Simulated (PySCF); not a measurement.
## YH₂⁺: from structure and modes to constants

These are results of PBE0 in PySCF with Y def2-TZVP with ECP28, H def2-TZVP; scalar-relativistic core potentials, no spin–orbit coupling; density-fitted integrals, not measurements.

The singlet minimum has C2v symmetry. Masses (u): Y 88.90585, H 1.00782.

```xyz
3
charge 1 multiplicity 1, angstrom
Y    -0.0249    0.0000    0.0000
H     1.0967    1.5117    0.0000
H     1.0967   -1.5117    0.0000
```

Harmonic wavenumbers (cm⁻¹): 514.8 (a1, ×1), 1651.1 (b2, ×1), 1689.9 (a1, ×1).

**Question.** Find the principal moments of inertia and the rotational constants. What kind of rotor is it?

**Answer.** About the centre of mass I = 2.4794, 4.606, 7.0854 u Å². With B = 16.8576/I this gives 6.799, 3.66, 2.379 cm⁻¹. The molecule is an asymmetric top with κ = -0.42.

**Question.** What is the harmonic zero-point energy?

**Answer.** Half the sum of all 3 wavenumbers, 3856/2 = 1928 cm⁻¹, which is 23.1 kJ/mol (1 cm⁻¹ = 0.0119627 kJ/mol).

**Question.** Find the vibrational entropy and heat capacity at 298.15 K.

**Answer.** With u = 1.43878 ω/T, each mode gives S = R[u/(eᵘ−1) − ln(1−e⁻ᵘ)] and C = R u² eᵘ/(eᵘ−1)².
| ω (cm⁻¹) | u | S (J/(mol K)) | C (J/(mol K)) |
| --- | --- | --- | --- |
| 514.8 | 2.484 | 2.60 | 5.09 |
| 1651.1 | 7.968 | 0.03 | 0.18 |
| 1689.9 | 8.155 | 0.02 | 0.16 |
The sums over all modes are S = 2.7 and C = 5.4 J/(mol K); the softest mode gives 98 % of the entropy.

**Question.** Give the standard entropy (298.15 K, 1 bar) by its translational, rotational, vibrational and spin parts, and Cp.

**Answer.** Sackur–Tetrode with M = 90.92 u gives 165.1; rotation with symmetry number 2 gives 61.0; vibration 2.7; spin R ln 1 = 0.0. The total is 228.8 J/(mol K), and Cp = 4 R + 5.4 = 38.7 J/(mol K).

Stability towards spin polarisation was not tested. This need not be the most stable arrangement of these atoms.
